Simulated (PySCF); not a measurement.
A geometry optimisation on `Ic1c[nH]cn1`.

Method: PBE0-D3(BJ)/def2-SVP geometry optimisation, gas phase, def2 core potentials past Kr (PySCF 2.14.0). Start geometry: GFN2-xTB. A driver script takes a list of jobs; this job's settings line and coordinates (Å) are shown.

Input:
```
{"job": {"xc": "PBE0", "basis": "def2-SVP", "d3": "d3bj", "grid": 1, "maxiter": 30, "shake": 0.01, "kind": "geom"}, "charge": 0, "multiplicity": 1}
I      3.187190    -0.310120     0.193260
C      1.083270    -0.208490     0.077370
C      0.291560     0.897240    -0.139740
N     -0.939180     0.435330    -0.119790
C     -0.906960    -0.909120     0.087980
N      0.322060    -1.306160     0.217280
H      0.574300     1.925400    -0.282160
H     -1.788890     0.991820    -0.246720
H     -1.765550    -1.533050     0.178790
```

**Question.** What does the run print?

**Answer.** 
```
step   0  E = -522.91169515  max force = 0.066384
step   1  E = -522.91546849  max force = 0.016903
step   2  E = -522.91544281  max force = 0.009915
step   3  E = -522.91598313  max force = 0.002351
step   4  E = -522.91606630  max force = 0.003838
step   5  E = -522.91615991  max force = 0.001419
step   6  E = -522.91618290  max force = 0.000715
step   7  E = -522.91618658  max force = 0.000302
optimisation converged
```

Energies in Eh; «max force» is the largest Cartesian gradient component in Eh/bohr.

**Question.** Give the first gradient maximum in eV/Å.

**Answer.** With 1 Eh/bohr = 51.422 eV/Å, 3.414 eV/Å.

**Question.** How much energy does the optimisation release, in kJ/mol?

**Answer.** E(step 0) − E(last step) = 0.004491 Eh, which is 11.8 kJ/mol.

In short: final energy -522.91619 Eh after 7 steps; dipole 4.75 D.

**Question.** Where do the atoms end?

**Answer.** 0.026 Å rms from the input after alignment:
```
atom  x, y, z in Å
I1     2.7515   -0.3020    0.4992
C2     0.6732   -0.2506    0.5777
C3    -0.1164    0.8739    0.4880
N4    -1.3964    0.3954    0.5906
C5    -1.3198   -0.9537    0.7336
N6    -0.0767   -1.3700    0.7278
H7     0.1211    1.9262    0.3633
H8    -2.2428    0.9493    0.5653
H9    -2.2024   -1.5845    0.8376
```

Time: 50 s wall; peak memory 0.46 GiB. Hardware: one thread, Arm Neoverse V1 (aarch64), no GPU, shared host with 32 logical CPUs at a one-minute load of 18.
Labels such as C1 count atoms from 1, the log's own numbers from 0.
